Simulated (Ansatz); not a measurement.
Consider the ligand exchange at the Se–C bond: `C[SiH2][Se]C=O` + `C[SeH]` → `C[SiH2][Se][Se]C` + `C=O`.

Program: Ansatz. Geometries: PBE0-D4/def2-TZVP. ΔE: electronic, gas phase. CBS: MP2 limit from def2 TZ/QZ plus the TZ coupled-cluster correction, frozen cores. This one scheme is used for every species. DFT in def2-TZVPP. For Se outer-core shells are correlated without core-valence functions, which leaves a few kJ/mol of doubt a bond. Scalar relativity is left out up to krypton. One conformer a species, not always the lowest.

```csv
level,ΔE (kJ/mol)
ωB97X-V,-19.6
PBE0,-11.3
```

Problem. What does CCSD(T)/CBS give? (Estimate.)

Solution. Ansatz gave: -23.7 kJ/mol. The listed levels differ from it by 4.1, 12.4 kJ/mol.

Largest T1 diagnostic among the species: 0.015.

The D4 term adds −10.0 kJ/mol with B3LYP and −5.7 kJ/mol with PBE0; it sums over pairs of atoms, weighted by their polarisabilities, and B3LYP, whose exchange is more repulsive, gets the larger term. In def2-TZVPP, CCSD(T) changes the Hartree–Fock value by +11.1 kJ/mol (the triples alone add +2.9 kJ/mol) and MP2 by +9.3 kJ/mol. From PBE to PBE0 (25 % exact exchange), in def2-TZVPP and without D4, ΔE moves by −9.1 kJ/mol.

B3LYP here is the variant with VWN-RPA as its local correlation; programs differ in this.
